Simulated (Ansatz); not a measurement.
Isolated molecules relaxed with PBE0-D4/def2-TZVP in Ansatz; ΔE leaves out vibrations. CCSD(T)/CBS is the MP2 limit (def2-TZVPP, def2-QZVPP) plus CCSD(T) − MP2 in def2-TZVPP, frozen cores. DFT in def2-TZVPP. For Ge outer-core shells are correlated without core-valence functions, which leaves a few kJ/mol of doubt a bond. Scalar relativity is left out up to krypton. Each species was taken in one conformer, which may not be the lowest.

Reaction (ligand exchange at the Si–O bond): `COB(N)O[SiH3]` + `[OH][GeH]([F])[F]` → `[F][GeH]([F])[O][SiH3]` + `COB(N)O`

Question: Is it downhill or uphill in electronic energy at CCSD(T)/CBS, and by how much? (Best estimate.)

Answer: Ansatz gave: Downhill: ΔE = -0.09 eV.

Question: What do these levels give: PBE-D4, r2SCAN-D4, PBE0-D4, B2PLYP, PBE, HF/def2-TZVPP? (Estimate.)

Answer: Computed: PBE-D4 -0.06, r2SCAN-D4 -0.07, PBE0-D4 -0.07, B2PLYP -0.08, PBE -0.07, HF/def2-TZVPP -0.11 eV.

Largest T1 diagnostic among the species: 0.012.
